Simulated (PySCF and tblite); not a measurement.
The numbers below are computed, except where a source is named.
5 regioisomers of C6H3Cl2F:

```tsv
isomer	SMILES
A	[CH2:1]=[C:2]1[C:3]([Cl:4])=[CH:5][C:6]([F:7])=[C:8]1[Cl:9]
B	[F:1][C:2]1=[CH:3][CH:4]=[C:5]([Cl:6])/[C:7]1=[CH:8]\[Cl:9]
C	[CH2:1]=[C:2]1[C:3]([Cl:4])=[CH:5][C:6]([Cl:7])=[C:8]1[F:9]
D	[CH2:1]=[C:2]1[CH:3]=[C:4]([Cl:5])[C:6]([F:7])=[C:8]1[Cl:9]
E	[F:1][C:2]1=[C:3]([Cl:4])[CH:5]=[CH:6]/[C:7]1=[CH:8]/[Cl:9]
```

Each isomer is a Boltzmann average at 298.15 K over at most 3 conformers: GFN2-xTB geometries, energies PBE0/pcSseg-1 (IEF-PCM, acetonitrile) (D3(BJ) added where defined), GIAO shieldings PBE0/pcSseg-1 (IEF-PCM, acetonitrile), GFN2-xTB thermal terms. Programs: PySCF with density fitting and tblite.

Q: What shifts does each isomer give (ppm; of two unlike H on one atom, a is the less shielded)?

A: 
A: ¹H (against TMS): 7.09 (H1a, 1H), 7.04 (H1b, 1H), 6.65 (H5, 1H). ¹³C (against TMS): 171.2 (C6), 149.4 (C2), 140.4 (C1), 135.4 (C3), 130.2 (C5), 107.7 (C8). ¹⁹F (against CFCl3): -131.5 (F7).

B: ¹H (against TMS): 7.81 (H8, 1H), 6.65 (H4, 1H), 6.04 (H3, 1H). ¹³C (against TMS): 164.7 (C2), 153.3 (C8), 139.4 (C7), 137.3 (C4), 123.3 (C5), 112.4 (C3). ¹⁹F (against CFCl3): -146.2 (F1).

C: ¹H (against TMS): 7.06 (H1a, 1H), 7.03 (H1b, 1H), 6.43 (H5, 1H). ¹³C (against TMS): 159.9 (C8), 145.9 (C2), 139.8 (C1), 135.5 (C5), 127.1 (C3), 121.8 (C6). ¹⁹F (against CFCl3): -150.2 (F9).

D: ¹H (against TMS): 7.07 (H1a, 1H), 6.81 (H1b, 1H), 6.66 (H3, 1H). ¹³C (against TMS): 166.6 (C6), 146.9 (C2), 142.8 (C1), 138.4 (C4), 127.8 (C3), 112.2 (C8). ¹⁹F (against CFCl3): -139.6 (F7).

E: ¹H (against TMS): 7.52 (H8, 1H), 6.40 (H5, 1H), 6.19 (H6, 1H). ¹³C (against TMS): 161.0 (C2), 152.9 (C8), 142.3 (C7), 135.5 (C5), 125.4 (C3), 121.1 (C6). ¹⁹F (against CFCl3): -152.5 (F1).

Unscaled ¹⁹F shifts at such levels can be off by tens of ppm; differences between conformers or isomers are more reliable. Shifts are unscaled: against experiment ¹³C can be off by 15 ppm or more and ¹H by 0.8 ppm.
